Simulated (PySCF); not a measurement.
## input.py for BeCl

File input.py (PySCF 2.14):

```python
from pyscf import gto, scf, mp

mol = gto.M(
    atom='Be 0 0 0; Cl 0 0 1.795',
    basis='6-31g*',
    charge=0,
    spin=1,
    symmetry=True,
    verbose=4,
)
mf = scf.UHF(mol)
mf.kernel()
mp.MP2(mf).kernel()
mf.dip_moment()
print('orbital energies (hartree):', [e[max(0, n-3):n+3].round(4) for e, n in zip(mf.mo_energy, mol.nelec)])
```

```bash
$ OMP_NUM_THREADS=1 python input.py
```

Output (some set-up lines and the per-cycle HOMO/LUMO lines with their warnings removed):

```
PySCF version 2.14.0

[INPUT] verbose = 4
[INPUT] num. atoms = 2
[INPUT] num. electrons = 21
[INPUT] charge = 0
[INPUT] spin (= nelec alpha-beta = 2S) = 1
[INPUT] symmetry True subgroup None
[INPUT] Mole.unit = angstrom
[INPUT] Symbol           X                Y                Z      unit          X                Y                Z       unit  Magmom
[INPUT]  1 Be     0.000000000000   0.000000000000   0.000000000000 AA    0.000000000000   0.000000000000   0.000000000000 Bohr   0.0
[INPUT]  2 Cl     0.000000000000   0.000000000000   1.795000000000 AA    0.000000000000   0.000000000000   3.392058393594 Bohr   0.0

nuclear repulsion = 20.046824703376
point group symmetry = Coov
symmetry origin: [0.         0.         2.74595203]
symmetry axis x: [1. 0. 0.]
symmetry axis y: [0. 1. 0.]
symmetry axis z: [0. 0. 1.]
num. orbitals of irrep A1 = 14
num. orbitals of irrep E1x = 7
num. orbitals of irrep E1y = 7
num. orbitals of irrep E2x = 2
num. orbitals of irrep E2y = 2
number of shells = 14
number of NR pGTOs = 78
number of NR cGTOs = 32
basis = 6-31g*
ecp = {}

******** <class 'pyscf.scf.uhf_symm.SymAdaptedUHF'> ********
method = SymAdaptedUHF
initial guess = minao
damping factor = 0
level_shift factor = 0
DIIS = <class 'pyscf.scf.diis.CDIIS'>
diis_start_cycle = 1
diis_space = 8
diis_damp = 0
SCF conv_tol = 1e-09
SCF conv_tol_grad = None
SCF max_cycles = 50
direct_scf = True
direct_scf_tol = 1e-13
number electrons alpha = 11  beta = 10
Freeze 0 electrons in irreps []
    21 free electrons in irreps A1 E1x E1y E2x E2y
Set gradient conv threshold to 3.16228e-05
init E= -474.283319279764

cycle= 1 E= -474.105183512047  delta_E= 0.178  |g|= 0.17  |ddm|= 1.08
cycle= 2 E= -474.141517288195  delta_E= -0.0363  |g|= 0.0695  |ddm|= 0.51
cycle= 3 E= -474.147610843365  delta_E= -0.00609  |g|= 0.0285  |ddm|= 0.165
cycle= 4 E= -474.149617124885  delta_E= -0.00201  |g|= 0.00715  |ddm|= 0.153
cycle= 5 E= -474.149718803234  delta_E= -0.000102  |g|= 0.00253  |ddm|= 0.0308
cycle= 6 E= -474.14973002457  delta_E= -1.12e-05  |g|= 0.000905  |ddm|= 0.00823
cycle= 7 E= -474.149731525979  delta_E= -1.5e-06  |g|= 0.00023  |ddm|= 0.00282
cycle= 8 E= -474.149731646369  delta_E= -1.2e-07  |g|= 6.9e-05  |ddm|= 0.00102
cycle= 9 E= -474.14973165939  delta_E= -1.3e-08  |g|= 1.96e-05  |ddm|= 0.000265
cycle= 10 E= -474.149731660272  delta_E= -8.82e-10  |g|= 6.26e-06  |ddm|= 6.55e-05
Extra cycle  E= -474.149731660331  delta_E= -5.9e-11  |g|= 3.49e-06  |ddm|= 1.14e-05
converged SCF energy = -474.149731660331  <S^2> = 0.75161384  2S+1 = 2.0016132

******** <class 'pyscf.mp.ump2.UMP2'> ********
nocc = (np.int64(11), np.int64(10)), nmo = (32, 32)
E(UMP2) = -474.304032786372  E_corr = -0.154301126040725
E(SCS-UMP2) = -474.298564824883  E_corr = -0.148833164552108
E_corr(same-spin) = -0.0419171384962648
E_corr(oppo-spin) = -0.112383987544461
Dipole moment(X, Y, Z, Debye):  0.00000,  0.00000, -1.28406
orbital energies (hartree): [array([-0.4701, -0.4701, -0.3358,  0.0738,  0.0738,  0.188 ]), array([-0.5413, -0.4714, -0.4714,  0.0547,  0.1237,  0.1237])]
```

In short: E(SCF) = -474.149732 Eh, 10 cycles, E(MP2) − E(SCF) = -0.15430 Eh, ⟨S²⟩ = 0.752, μz(SCF) = -1.28 D.

It ran on Intel Xeon Gold 6455B (1 thread, shared host) in 0.68 s, peak memory 0.12 GiB.

The bond length is a typed value, not an optimised one. No search for the lowest solution was made.
